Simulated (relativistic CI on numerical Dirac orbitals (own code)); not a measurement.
# Electric-dipole transitions in Ho⁶¹⁺

Method of calculation: Dirac-Coulomb-Breit CI, separate exchange-only KLI orbitals for each configuration, model QED (radiative potential, 1s self-energy scaled to tabulated hydrogen-like ionisation energies), unscaled Slater integrals (own radial code, finite nucleus).

Configuration list (outside the closed core 1s2): 2s2 2p2, 2s 2p3, 2p4, 2p3 3s, 2p3 3p, 2p3 3d, 2s2 2p 3s, 2s2 2p 3p, 2s2 2p 3d, 2s 2p2 3s, 2s 2p2 3p, 2s 2p2 3d, 2s2 2p 4s, 2s2 2p 4p, 2s2 2p 4d, 2s2 2p 4f. Levels of other configurations are missing.

```
λ vac (Å)              Lower                 Upper   A (s⁻¹)        gf  Branching (%)
   1.4208   2s2 2p2 3P_1 [2]  2s2 2p 3d 3P°_1 [67]  7.35e+14  6.67e-01           62.6
   1.4226   2s2 2p2 3P_1 [2]  2s2 2p 3d 3D°_2 [65]  4.53e+14  6.87e-01           46.9
   1.4243   2s2 2p2 1D_2 [3]  2s2 2p 3d 3F°_3 [66]  9.13e+14  1.94e+00           99.1
   1.4255   2s2 2p2 1D_2 [3]  2s2 2p 3d 3D°_2 [65]  4.36e+14  6.65e-01           45.2
   1.4262   2s2 2p2 3P_0 [1]  2s2 2p 3d 3D°_1 [32]  1.19e+15  1.09e+00           86.7
   1.4270  2s 2p3 1D°_2 [12]  2s 2p2 3d 1F_3 [179]  7.29e+14  1.56e+00           73.9
   1.4279   2s 2p3 3P°_2 [4]   2s 2p2 3d 5P_1 [99]  8.29e+14  7.60e-01           86.5
   1.4294   2s 2p3 3P°_2 [4]   2s 2p2 3d 3D_2 [96]  8.10e+14  1.24e+00           80.7
   1.4297   2s 2p3 3D°_3 [9]  2s 2p2 3d 3F_4 [162]  1.00e+15  2.77e+00           99.6
   1.4308   2s 2p3 3D°_1 [5]  2s 2p2 3d 3F_2 [109]  1.07e+15  1.64e+00           84.7
   1.4310   2s 2p3 3P°_2 [4]   2s 2p2 3d 3D_3 [92]  9.66e+14  2.08e+00           94.0
   1.4496   2s2 2p2 1D_2 [3]  2s 2p2 3p 3D°_3 [55]  3.40e+14  7.50e-01           99.6
   1.5715  2s 2p3 3P°_2 [16]  2s 2p2 3d 3D_3 [185]  1.17e+15  3.03e+00           97.9
   1.5716   2s 2p3 3D°_3 [9]  2s 2p2 3d 3F_4 [116]  3.43e+14  1.14e+00           97.9
   1.5744   2s2 2p2 3P_2 [6]  2s2 2p 3d 3D°_3 [74]  1.35e+15  3.52e+00           99.7
   1.5757   2s2 2p2 3P_2 [6]  2s 2p2 3p 5D°_3 [71]  3.54e+14  9.24e-01           89.7
   1.5773   2s2 2p2 3P_1 [2]  2s2 2p 3d 3P°_2 [33]  9.21e+14  1.72e+00           89.5
   1.5779   2s2 2p2 3P_2 [6]  2s2 2p 3d 3P°_2 [70]  7.70e+14  1.44e+00           99.4
   1.5801   2s2 2p2 1D_2 [3]  2s2 2p 3d 3F°_3 [34]  9.93e+14  2.60e+00          100.0
   1.5808   2s 2p3 5S°_2 [8]  2s 2p2 3d 3F_3 [101]  1.35e+15  3.54e+00           92.8
   1.5815  2s 2p3 1P°_1 [17]  2s 2p2 3d 1D_2 [188]  1.74e+15  3.26e+00           93.7
   1.5819   2s 2p3 3D°_3 [9]  2s 2p2 3d 3F_4 [110]  1.31e+15  4.42e+00           99.7
   1.5824   2s 2p3 3P°_2 [4]   2s 2p2 3d 3D_3 [39]  9.94e+14  2.61e+00          100.0
   1.5829   2s 2p3 3D°_3 [9]  2s 2p2 3d 3D_3 [107]  7.77e+14  2.04e+00           77.0
   1.5835   2s2 2p2 1S_0 [7]  2s2 2p 3d 1P°_1 [75]  9.82e+14  1.11e+00           90.7
   1.5839  2s 2p3 3S°_1 [11]  2s 2p2 3d 3P_2 [117]  1.20e+15  2.26e+00           80.1
   1.5857  2s 2p3 1D°_2 [12]  2s 2p2 3d 1F_3 [119]  1.43e+15  3.79e+00           99.1
   1.5877  2s 2p3 3P°_2 [16]  2s 2p2 3d 3D_3 [175]  6.88e+14  1.82e+00           75.6
   1.5901      2p4 3P_2 [14]    2p3 3d 3D°_3 [131]  1.62e+15  4.30e+00           99.4
   1.5949   2s 2p3 3D°_1 [5]   2s 2p2 3d 3F_2 [40]  8.96e+14  1.71e+00           92.4
```

Terms are leading LS components. Brackets give the number of a level in order of energy, since labels repeat. The list gives strong lines, with weight on those to low levels, without lines whose two gauges differ by over a factor of 2.5, among the lowest 200 of 274 levels, so that lines to higher ones, which can be the strongest, are missing. Levels whose partners in the same complex of configurations lie outside the list can be far off, and so can their lines. Rates are taken at the computed energies, electric ones in the length gauge.

At this charge energies of transitions that change n are usually good to better than 1 %, and those within a shell (Δn = 0) to a few per cent.

LS names give the leading component of a level, which can be under half, so a name can repeat, a term be missing and a line seem to break the LS rules.
